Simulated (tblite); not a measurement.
Compound: C₁₀H₁₅F.
SMILES: `[C@H]12C[C@@H]3C[C@@](C[C@@H](C3)C2)(C1)F`

Computed values, GFN2-xTB/tblite, gas phase, harmonic and unscaled. This tight-binding method is rough: wavenumbers can miss measured ones by several per cent, in bad cases by 10 to 20.

Harmonic wavenumbers (cm⁻¹): 250.9, 251.2, 301.5, 378.3, 378.5, 386.9, 387.1, 403.2, 453.4, 454.1, 529.7, 644.4, 644.5, 758.1, 837.6, 880.2, 880.2, 901.8, 901.9, 905.1, 918.6, 991.9, 992.0, 992.3, 1001.6, 1001.7, 1051.4, 1073.7, 1073.8, 1074.8, 1101.0, 1129.8, 1137.6, 1137.6, 1157.3, 1192.1, 1192.2, 1270.8, 1271.3, 1289.9, 1292.5, 1292.5, 1316.8, 1323.7, 1323.7, 1332.0, 1347.8, 1349.2, 1349.3, 1356.0, 1356.1, 1479.2, 1479.4, 1492.1, 1492.4, 1494.3, 1513.3, 2927.7, 2927.9, 2928.2, 2965.9, 2966.1, 2971.4, 2971.7, 2976.8, 2977.2, 2982.9, 2983.2, 2986.3, 2989.3, 2989.5, 2989.6.

A = 1706, B = 1173, C = 1173 MHz; mass 154.116 u (most abundant isotopes); point group C3v, symmetry number 3.

**Question.** What is the zero-point energy?

**Answer.** Half the sum of the wavenumbers: 50852 cm⁻¹ = 608.32 kJ/mol.

**Question.** Entropy at 273.15 K, 1 bar (ideal gas, RRHO, classical rotation)?

**Answer.** Translation 169.86, rotation 112.39, vibration 55.22: S = 337.5 J/(mol K).

**Question.** And Cp and H(273.15 K) − H(0)?

**Answer.** Cp = 142.30 J/(mol K), of which vibrations give 109.04 (their classical limit is 72 R = 598.6); H(273.15 K) − H(0) = 19.56 kJ/mol without the zero-point energy, 10.48 from vibrations.

**Question.** How do the functions run with temperature in this model?

**Answer.** 
| T (K) | S (J/(mol K)) | Cp (J/(mol K)) | H − H(0) (kJ/mol) | G − H(0) (kJ/mol) | ln q(vib) |
| --- | --- | --- | --- | --- | --- |
| 50 | 225.9 | 34.1 | 1.67 | -9.63 | 0.00 |
| 100 | 252.8 | 48.0 | 3.65 | -21.63 | 0.09 |
| 298.15 | 350.7 | 158.9 | 23.32 | -81.22 | 2.47 |
| 373.15 | 391.8 | 209.3 | 37.14 | -109.05 | 3.95 |
| 500 | 464.1 | 285.8 | 68.71 | -163.32 | 6.92 |
| 750 | 601.8 | 392.3 | 154.55 | -296.81 | 13.61 |
| 1000 | 724.6 | 459.5 | 261.61 | -462.94 | 20.54 |

q(vib) and H(0) count from the zero-point level.

**Question.** Which modes carry the vibrational entropy at 273.15 K?

**Answer.** 250.9 cm⁻¹: 6.58; 251.2 cm⁻¹: 6.57; 301.5 cm⁻¹: 5.29; 378.3 cm⁻¹: 3.83; 378.5 cm⁻¹: 3.83; 386.9 cm⁻¹: 3.70 J/(mol K); the other 66 give 25.43 together.

**Question.** What must be added to the electronic energy to get the Gibbs energy at 273.15 K and 1 bar?

**Answer.** ZPE + [H(273.15 K) − H(0)] − T·S = 608.32 + 19.56 − 92.18 = 535.70 kJ/mol.

Hindered rotation and anharmonicity are outside this model.
